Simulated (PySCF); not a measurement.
Species: C₆H₁₃P.
Cartesian coordinates in Å at the GFN2-xTB level; atoms count from 1:
```xyz
20
C6H13P angstrom
C     -0.153   -0.467    2.074
P     -0.669   -0.210    0.468
C     -2.073   -0.956   -0.547
C     -0.663    1.584    0.056
C      0.763    1.437   -0.516
C      0.770   -0.097   -0.707
C      2.051   -0.802   -0.312
H     -0.944   -0.157    2.760
H      0.080   -1.523    2.228
H     -3.011   -0.739   -0.034
H     -1.935   -2.037   -0.573
H     -2.110   -0.565   -1.560
H     -0.749    2.255    0.908
H     -1.397    1.857   -0.703
H      1.501    1.718    0.234
H      0.952    2.009   -1.425
H      0.475   -0.367   -1.725
H      2.240   -0.644    0.748
H      1.975   -1.873   -0.494
H      2.893   -0.412   -0.883
```

The closed-shell ground state was solved at several levels (PySCF, density fitting, gas phase, non-relativistic).

```tsv
level	basis functions	total energy (Eh)	HOMO (eV)	LUMO (eV)	gap (eV)	dipole (D)
PBE0/def2-SVPD	248	-577.0646	-5.28	0.42	5.70	3.23
PBE0/pcSseg-1	191	-577.2748	-5.27	0.84	6.11	3.10
```

(1) Estimate the row for B3LYP/def2-SVPD, a basis of 248 functions; the other rows only guide the guess.

(2) Over all these levels, which gives the widest orbital gap and which the narrowest?

(3) How far do the dipole and the HOMO energy spread over the levels?

Results:

(1) Total energy -577.4992 Eh, HOMO -5.08 eV, LUMO 0.14 eV, gap 5.22 eV, dipole 3.21 D.

(2) PBE0/pcSseg-1 (global hybrid, 25 % exact exchange) has the widest, 6.11 eV, and B3LYP/def2-SVPD (global hybrid, 20 % exact exchange) the narrowest, 5.22 eV. Functional and basis both differ between the two, so the spread mixes both effects.

(3) The dipole runs from 3.10 to 3.23 D (mean 3.18 D) and the HOMO from -5.28 to -5.08 eV.

One conformer stands for the species.
